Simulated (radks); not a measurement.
The numbers below are computed, except where a source is named.
Task: The zinc ion Zn10+ is in [Ar] 3d2. Code: a radial shooting solver on a logarithmic mesh with Libxc functionals. Model: scalar-relativistic Kohn-Sham, LDA (Slater exchange, Perdew-Wang correlation), spin-polarised, spherical densities, finite nucleus; Fermi nuclear charge, rms radius of each element as measured or else 0.836 A^(1/3) + 0.57 fm. Open shells are filled with parallel spins first. One electron is removed from 3d, 3s, 2p, 3p in turn, with full relaxation. Which removal costs least, and what does each cost?

Result: 3d 273.70 eV; 3p 343.40 eV; 3s 390.59 eV; 2p 1330.9 eV. The 3d electron leaves first.
